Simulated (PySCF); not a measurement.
# Vanadium: a sound run and one with changed settings

Sound run: V [Ar] 3d3 4s2, V+ [Ar] 3d4. Calculation: PySCF 2.14, in x2c-SVPall (5s3p3d1f, 36 functions); scalar relativity by spin-free X2C-1e. In the sound run the correlated levels freeze [Ar]. The sound run starts from symmetry-adapted Hartree-Fock orbitals and uses a fine grid where one is needed.

Changed run: initial guess minao, at most 50 SCF cycles.

```csv
species,method,sound run (hartree),changed run (hartree),converged
V,UHF,-947.98644,-947.98644,yes
V,PBE,-948.78442,-948.79144,yes
V,M06-L,-948.96366,-948.97110,yes
V,MP2,-948.02669,-948.02669,yes
V+,UHF,-947.75976,-947.77550,yes
V+,PBE,-948.55280,-948.49411,no
V+,M06-L,-948.72951,-948.72951,yes
```

The plain start fixes occupations by D2h representation alone, and V at PBE, V at M06-L, V+ at UHF landed in another state (other ⟨L²⟩ or ⟨S²⟩).
